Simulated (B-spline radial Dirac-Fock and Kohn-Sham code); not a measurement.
These are calculated numbers from an atomic code on a B-spline grid; the model is Dirac-Fock energy differences between relaxed states, corrected for Breit and QED terms. Correlation and solid-state effects are left out.

Q: Identify the element and charge state from the binding energies below (tabulated ground configuration; the least bound level is included).

| level | binding energy (eV) |
| --- | --- |
| 1s | 90962.2 |
| 2s | 18768.0 |
| 3p1/2 | 6309.8 |
| 3p3/2 | 5796.3 |
| 3d3/2 | 5348.4 |
| 3d5/2 | 5239.5 |
| 4s | 3210.6 |

A: Pb⁵²⁺: Z = 82 with 30 electrons, [Ar] 3d10 4s2. The hydrogen-like estimate √(E/Ry) = 81.8 for the K level lies 0.2 below Z (screening lowers it, relativity raises it); the outermost level, at 3210.6 eV, fixes the charge.
